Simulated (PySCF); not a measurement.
A structure optimised at PBE-D3(BJ)/def2-SVP, used in a PySCF frequency run:

```xyz
4

In     0.0000     0.0000     0.0000
Br    -2.4831     0.0000     0.0000
Br     1.2416     2.1504     0.0000
Br     1.2416    -2.1504     0.0000
```
Charge 0, spin multiplicity 1.

Task: Write its SMILES, formula and point group.

Result: [Br][In]([Br])[Br], Br₃In, D3h

Task: What are its rotational constants (standard atomic weights)?

Result: 0.68385, 0.68385, 0.34193 GHz
